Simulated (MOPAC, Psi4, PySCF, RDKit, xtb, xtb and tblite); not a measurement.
Two geometries of C5H13BO2, SMILES CC(C)CCB(O)O, singlet, relaxed at GFN2-xTB with one dihedral held; other torsions can differ between them too.

Structure A

```
21

C      0.9848     2.9888    -1.7225
C      1.6787     2.4539    -0.4704
C      2.6960     3.4760     0.0339
C      2.3659     1.1109    -0.7460
C      1.3814    -0.0533    -0.9886
B      1.5184    -0.7577    -2.4207
O      1.3863    -2.0971    -2.5042
O      1.7451    -0.0640    -3.5706
H      0.2697     2.2684    -2.1132
H      1.7196     3.2087    -2.4961
H      0.4491     3.9084    -1.4967
H      0.9248     2.3024     0.3100
H      2.2146     4.4320     0.2275
H      3.1606     3.1340     0.9558
H      3.4783     3.6301    -0.7068
H      2.9978     0.8683     0.1099
H      3.0348     1.2325    -1.6029
H      1.5005    -0.8034    -0.2079
H      0.3586     0.3149    -0.8828
H      1.4656    -2.4426    -3.3946
H      1.8176     0.8845    -3.4685
```

Structure B

```
21

C     -1.3457    -1.2595     0.0512
C     -0.8842     0.1666     0.3401
C     -2.0910     1.0707     0.5873
C     -0.0343     0.7184    -0.8093
C      1.2858    -0.0470    -1.0000
B      1.2324    -1.2958    -2.0029
O      1.9324    -2.4074    -1.6916
O      0.5537    -1.2874    -3.1831
H     -0.4929    -1.9116    -0.1172
H     -1.9753    -1.2811    -0.8364
H     -1.9202    -1.6507     0.8881
H     -0.2678     0.1564     1.2456
H     -2.6856     0.6950     1.4169
H     -1.7729     2.0834     0.8256
H     -2.7244     1.1095    -0.2968
H      0.1871     1.7663    -0.5893
H     -0.6262     0.7006    -1.7290
H      2.0264     0.6485    -1.4067
H      1.6684    -0.3538    -0.0276
H      1.8841    -3.0962    -2.3563
H      0.0673    -0.4885    -3.3799
```

**Question.** Which is lower in energy at the level PBE0-D3(BJ)/def2-SVP // GFN2-xTB (Psi4), and by how much?

**Answer.** B is lower, by 7.35 kJ/mol (dihedral C2–C4–C5–B6: 120° in A, 90° in B).

E(B) − E(A) in kJ/mol at the other levels, on the same two geometries: GFN2-xTB (xtb and tblite) -4.84; PBE0/def2-SVP // GFN2-xTB (Psi4) -6.83; PBE/def2-SVP // GFN2-xTB (Psi4) -6.79; PBE-D3(BJ)/def2-SVP // GFN2-xTB (Psi4) -7.27; UFF // GFN2-xTB (RDKit) -1.17; PM7, restricted, heats of formation // GFN2-xTB (MOPAC) 1.73; PM6, restricted, heats of formation // GFN2-xTB (MOPAC) -0.05; GFN1-xTB // GFN2-xTB (xtb) -4.34; restricted B3LYP/6-31G*, spherical d, density fitting // GFN2-xTB (PySCF) -4.99; restricted Hartree-Fock/STO-3G // GFN2-xTB (PySCF) -5.83; restricted LDA (SVWN5)/6-31G*, spherical d, density fitting // GFN2-xTB (PySCF) -5.11; restricted BP86/6-31G*, spherical d, density fitting // GFN2-xTB (PySCF) -4.77.
